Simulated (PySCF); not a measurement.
WF5, SMILES [F][W+]([F])([F])([F])[F], charge +1, multiplicity 1.

Coordinates come from a B3LYP-D3(BJ)/def2-SVP optimisation. The multiplicity is an assumed one; no other spin state was optimised. The isomer is the one that the SMILES or the coordinates give; other isomers of the formula were not compared. The def2 effective core potentials stand for the cores of W; spin–orbit coupling is left out.

Computed with PBE/def2-TZVP (PySCF).

Symmetry labels are those of the subgroup C2v that the program uses (full group D3h).

Computed valence orbital energies around the gap with their symmetry:
| orbital | symmetry | energy (eV) |
|---|---|---|
| HOMO−7 | B1 | -18.42 |
| HOMO−6 | B2 | -18.34 |
| HOMO−5 | B1 | -18.27 |
| HOMO−4 | A1 | -17.62 |
| HOMO−3 | B1 | -17.62 |
| HOMO−2 | B2 | -17.54 |
| HOMO−1 | A2 | -17.25 |
| HOMO | B2 | -17.25 |
| LUMO | A2 | -11.75 |
| LUMO+1 | B2 | -11.75 |
| LUMO+2 | B1 | -10.30 |
| LUMO+3 | A1 | -10.30 |
